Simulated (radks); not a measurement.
The numbers below are computed, except where a source is named.
Q: Ionisation of Sn11+, [Kr] 4d3, to Sn12+, [Kr] 4d2, under several functionals. Dirac Kohn-Sham, spin-unpolarised, spherical densities, finite nucleus; open shells are shared between the two j in proportion to 2j + 1; a radial shooting solver on a logarithmic mesh with Libxc functionals. Known Delta-SCF values: exchange-only PBE 230.07 eV. What does XLYP give, and what is its highest occupied eigenvalue?

A: 231.50 eV by Delta-SCF; the 4d5/2 eigenvalue is -218.48 eV. NIST: 232 eV (theoretical).

Beside tabulated values, note that spin-unpolarised runs miss the spin-polarisation part of the exchange energy of open shells.
